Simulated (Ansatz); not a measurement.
Cost and result for the atomization energy of `OC1=C[SiH]1S` (9 atoms, 9 bonds).

```xyz
9

O     0.2216   -1.4840   -1.5668
C    -0.0916   -0.7126   -0.5287
C    -1.0959    0.1044   -0.1602
Si    0.2149    0.0460    1.0684
S     1.6106    1.6058    1.4471
H    -0.4753   -1.4235   -2.2339
H    -2.0371    0.4335   -0.5859
H     0.1232   -0.6811    2.3552
H     1.5296    2.1115    0.2048
```

Total charge 0; spin multiplicity 1. The geometry is a stationary point of PBE0-D4/def2-TZVP. It is one conformer, not always the lowest. Program: Ansatz. All runs use 4 threads of an Arm Neoverse V1 on a shared host. Times are those of one run each, without the atoms' runs, and a repeat can differ threefold. Electronic energies, without spin–orbit coupling; frozen cores. CCSD(T)/CBS adds CCSD(T) − MP2 in def2-TZVPP to the MP2 limit, and its time is that of the two runs behind it. T1 = 0.013. B3LYP takes the VWN-RPA correlation (the form of Gaussian; ORCA's B3LYP/G).

CCSD(T)/CBS is a level of theory with its own doubt, some kJ/mol a heavy atom from the limit and from the frozen cores, so smaller differences don't rank the functionals.

```tsv
level	functions	wall time	atomization (kJ/mol)	difference from CCSD(T)/CBS	per bond
PBE-D4/def2-TZVPP (with forces)	233	2.3 s	3484.8	115.2	12.8
PBE0-D4/def2-TZVPP	233	2.7 s	3398.5	28.9	3.2
B3LYP-D4/def2-TZVPP (with forces)	233	4 s	3357.0	-12.6	-1.4
r2SCAN-D4/def2-TZVPP (with forces)	233	4.4 s	3401.2	31.6	3.5
B2PLYP/def2-TZVPP	233	4.5 s	3323.9	-45.7	-5.1
ωB97X-V/def2-TZVPP	233	7 s	3389.3	19.7	2.2
ωB97M-V/def2-TZVPP (with forces)	233	10 s	3393.1	23.5	2.6
MP2/def2-QZVPP	431	16 s	3418.1	48.5	5.4
CCSD(T)/def2-TZVPP	233	86 s	3261.7	-107.9	-12.0
CCSD(T)/CBS(def2)	–	100 s	3369.6	0.0	0.0
```

The D4 term adds +34.7 kJ/mol with B3LYP and +18.2 kJ/mol with PBE0; it sums over pairs of atoms, weighted by their polarisabilities, and B3LYP, whose exchange is more repulsive, gets the larger term. In def2-TZVPP, CCSD(T) changes the Hartree–Fock value by +938.1 kJ/mol (the triples alone add +72.4 kJ/mol) and MP2 by +1030.7 kJ/mol; breaking electron pairs costs correlation energy, which Hartree–Fock lacks. From PBE to PBE0 (25 % exact exchange), in def2-TZVPP and without D4, the atomization energy moves by −83.1 kJ/mol: exact exchange takes away binding that semilocal exchange gives to molecules.
